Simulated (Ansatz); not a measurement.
`CC1(Cl)CB1F`, relaxed with RKS PBE-D4/def2-SVP in Ansatz from a rough embedded geometry. The force threshold is 0.03 eV/Å; the program also tests the step.

Charge 0, multiplicity 1.

Start:

```xyz
11

C     0.529   -1.055    0.826
C     0.219    0.357    0.270
Cl    0.931    1.726    1.134
C    -1.127    0.631   -0.281
B     0.186    0.557   -1.319
F     0.783    0.658   -2.639
H     1.634   -1.171    0.793
H     0.148   -1.138    1.812
H     0.049   -1.829    0.102
H    -1.570    1.588   -0.227
H    -1.780   -0.325   -0.470
```

| step | energy (eV) | largest force (eV/Å) | largest move (Å) |
| --- | --- | --- | --- |
| 1 | -19085.7028 | 4.525 | 0.000 |
| 2 | -19086.5949 | 1.677 | 0.122 |
| 3 | -19086.7697 | 0.950 | 0.126 |
| 4 | -19086.8139 | 0.112 | 0.044 |
| 5 | -19086.8174 | 0.117 | 0.030 |
| 6 | -19086.8210 | 0.103 | 0.056 |
| 7 | -19086.8218 | 0.063 | 0.031 |
| 8 | -19086.8231 | 0.037 | 0.030 |
| 9 | -19086.8236 | 0.047 | 0.016 |
| 10 | -19086.8241 | 0.021 | 0.018 |

End:

```xyz
11

C     0.539   -1.058    0.836
C     0.312    0.250    0.124
Cl    1.050    1.667    0.985
C    -1.115    0.594   -0.481
B     0.135    0.612   -1.358
F     0.704    0.921   -2.509
H     1.622   -1.269    0.940
H     0.083   -1.045    1.850
H     0.084   -1.890    0.259
H    -1.639    1.510   -0.149
H    -1.775   -0.294   -0.497
```

It took 7.5 s on 4 threads of a server CPU on a shared host, with 0.17 GiB of host memory at the peak.
